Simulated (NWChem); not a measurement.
# BHOClF; SMILES OB(F)Cl

```xyz
5

B      0.0167    -0.4226     0.0000
F     -1.1312    -1.0972     0.0000
Cl    -0.0227     1.3397     0.0000
O      1.2075    -1.0550     0.0000
H      1.1029    -2.0197     0.0000
```
Atoms are numbered in this order, from 1.

All runs: NWChem. Pople sets run with spherical d functions. The geometry was optimised at B3LYP/6-31G* (spherical d). B3LYP is NWChem's, with the RPA form of VWN correlation. GIAO values for the isolated, static molecule; σ is the absolute isotropic shielding, δ = σ(reference) − σ with the isolated reference molecule computed at the same levels (11B: boron trifluoride, 19F: trichlorofluoromethane, 1H: tetramethylsilane, 17O: water).

For level B3LYP/6-31G*:

```
Property     Result
-----------  ------
σ Cl3 (ppm)   906.9
δ O4 (ppm)     97.6
δ H5 (ppm)     4.04
```

How do the values read with level PBE0/pcSseg-1 instead?


* **σ Cl3 (ppm)**: 885.5
* **δ O4 (ppm)**: 125.8
* **δ H5 (ppm)**: 4.67
